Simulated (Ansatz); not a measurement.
Job for Ansatz (an electronic-structure program): R-PBE/def2-TZVPP on C2H7N (SMILES CNC).

Ansatz 0.2 input:
```yaml
crystal:
  periodic: [false, false, false]
  atoms:
    - {symbol: C, position_ang: [0.45507842, 0.03676512, -1.12944166]}
    - {symbol: N, position_ang: [0.57217745, -0.30473914, 0.27303284]}
    - {symbol: C, position_ang: [-0.52771682, 0.17464319, 1.08402018]}
    - {symbol: H, position_ang: [-0.49236251, -0.30010324, -1.61090446]}
    - {symbol: H, position_ang: [1.29487604, -0.39440005, -1.69684513]}
    - {symbol: H, position_ang: [0.50430886, 1.13256910, -1.25306417]}
    - {symbol: H, position_ang: [0.66785060, -1.31324504, 0.37833549]}
    - {symbol: H, position_ang: [-1.53561942, -0.15375137, 0.73873703]}
    - {symbol: H, position_ang: [-0.40300026, -0.15619629, 2.12714101]}
    - {symbol: H, position_ang: [-0.53559235, 1.27845771, 1.08898887]}
basis:
  gaussian:
    orbitals: def2-TZVPP
hamiltonian:
  xc: {name: PBE}
scf: {lower_state_search: off}
```

It printed:

```
WARN ansatz: RAYON_NUM_THREADS=8 ignored (pool sized by the plan → 8); use --threads N
Functional definition: PBE
these checks for a lower state are left out or cut short: stability, starts, cluster_reference, orbital_swaps, neighbouring_geometries, increment
integrals: 0.07 GiB planned
928 factors; their error is unknown
mean field: 0.75 GiB planned
mean field evaluation 1: about -3661.8103 eV, gradient 7.4e1 eV
mean field evaluation 2: about -3629.2862 eV, gradient 1.3e2 eV
mean field evaluation 4: about -3674.0913 eV, gradient 1.2e1 eV
mean field evaluation 8: about -3674.3622 eV, gradient 2.6e-1 eV
mean field evaluation 16: about -3674.3369 eV, gradient 1.1e-4 eV
mean field -3674.33688502 eV, -135.0293899693 hartree, gradient 4.6e-7 eV, S^2 0.000000; 0 other end points of the search recorded, 0 dependent functions left out
reference -3674.33692372 eV, -135.0293913915 hartree; 13, 13 occupied and 178, 178 virtual orbitals, 928 factors
Total energy: -3674.33692372 eV, -135.0293913915 hartree
Checks for a lower state left out: stability, starts, cluster_reference, orbital_swaps, neighbouring_geometries, increment
```

Self-consistency was reached.

Cost: about 3 core-seconds (a rough figure).
